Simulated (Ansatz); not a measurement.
Pulling on the B1–O2 bond in BO (multiplicity 2 held). Energies count from the point at 1.202 Å.


Restricted levels (R-, RO-) in cc, def2 and unpolarised 6-31G sets keep to the state of the molecule at rest. U- levels take the lowest unrestricted solution at each point, which mixes spins at long bonds. Levels need not reach the same state.

Run with Ansatz (a program for electronic structure) with Gaussian orbitals. Values without a source in brackets are computed.

Energies in kcal/mol.

```
R (Å)  RO-r2SCAN/cc-pVTZ  U-r2SCAN/cc-pVTZ  RO-B3LYP/cc-pVTZ  U-B3LYP/cc-pVTZ  RO-wB97X-V/cc-pVTZ  U-wB97X-V/cc-pVTZ
-----  -----------------  ----------------  ----------------  ---------------  ------------------  -----------------
0.962              105.8             106.0             103.3            103.4               105.5              105.6
1.082               20.6              20.7              19.5             19.5                20.1               20.2
1.202                0.0               0.0               0.0              0.0                 0.0                0.0
1.322               10.5              10.4              11.4             11.3                11.4               11.3
1.442               34.7              34.4              36.1             35.8                36.7               36.5
1.623               77.7              76.9              78.9             77.9                81.0               79.6
1.803              116.5             109.1             115.8            105.2               118.1              102.8
2.104              159.7             139.8             156.4            135.8               158.5              135.9
2.404              186.2             163.4             182.5            159.7               187.3              161.7
2.765              206.3             181.4             203.6            175.9               213.2              177.6
3.246              221.2             191.9             220.3            185.6               236.8              186.5
3.847              229.8             197.2             230.9            190.9               254.7              190.1
4.808              234.9             200.0             238.5            193.7               270.2              191.2
```

Doubts at one or more of the structures used: a restricted determinant that unrestricted orbitals would lower (RO-r2SCAN/cc-pVTZ, RO-B3LYP/cc-pVTZ, RO-wB97X-V/cc-pVTZ); a spin-contaminated determinant (U-r2SCAN/cc-pVTZ, U-B3LYP/cc-pVTZ, U-wB97X-V/cc-pVTZ).
